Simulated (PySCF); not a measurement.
**Exercise with solution: chemical shift, span and skew from a shielding tensor**

(E)-1-chloro-2-fluoroprop-1-ene (C3H4ClF), SMILES C/C(F)=C\Cl. Atoms are numbered in the order given.

```xyz
9

C     -1.3740    -1.1265     0.0000
C      0.0905    -0.8702     0.0000
F      0.8427    -1.9960     0.0000
C      0.7468     0.3083     0.0000
Cl    -0.0559     1.8449     0.0000
H     -1.6617    -1.7195     0.8933
H     -1.9360    -0.1758     0.0000
H     -1.6617    -1.7195    -0.8933
H      1.8452     0.3465     0.0000
```

Geometry: PBE-D3(BJ)/def2-SVP.

GIAO shieldings from KT2/pcSseg-1 run with PySCF, non-relativistic, no solvent. The symmetric part of the tensor of C2 has the principal values -67.0, 58.7, 64.5 ppm. The same nucleus in TMS has σ = 185.1 ppm at this level (PySCF, at its B3LYP-D3(BJ)/def2-TZVP geometry). Without spin–orbit terms, shifts of atoms bonded to Cl or Br come out too high.

Work out the isotropic shielding, the ¹³C shift against TMS, the span and the skew.


σ(iso) = (σ11 + σ22 + σ33)/3 = 18.7 ppm. δ = σ(ref) − σ(iso) = 185.1 − (18.7) = 166.4 ppm.
Span Ω = σ33 − σ11 = 131.5 ppm. Skew κ = 3(σ(iso) − σ22)/Ω = -0.91. Tumbling in solution averages the tensor to δ; in a static solid the shielding alone would spread this spin-1/2 line over Ω.
